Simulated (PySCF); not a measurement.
B3LYP has the VWN-RPA correlation part, as in Gaussian. Excitations are Tamm–Dancoff values on a coarser integration grid. The basis has no diffuse functions, so Rydberg states are missing or too high.

# AlBr₂F, SMILES `[F][Al]([Br])[Br]` (charge 0, multiplicity 1)

Calculation: B3LYP-D3(BJ)/def2-TZVP // PBE0-D3(BJ)/def2-TZVP in PySCF 2.14.0.

| Quantity | Value |
|---|---|
| HOMO | -8.62 eV |
| dipole moment | 0.63 D |
| HOMO–LUMO gap | 6.85 eV |
| LUMO | -1.77 eV |
| S1 excitation (TDA) | 5.82 eV |
| S1 oscillator strength | 0.013 |
| T1 excitation (TDA) | 5.54 eV |
| S1–T1 gap (TDA) | 0.28 eV |
| total energy | -5490.9378 Ha |
| cost | roughly 90 core-seconds |

Bonded distances (Å): F1–Al2 1.634, Al2–Br3 2.222, Al2–Br4 2.222. Bond angles (°): F1–Al2–Br3 119.0, F1–Al2–Br4 119.0, Br3–Al2–Br4 122.0.
Charge 0, spin multiplicity 1.
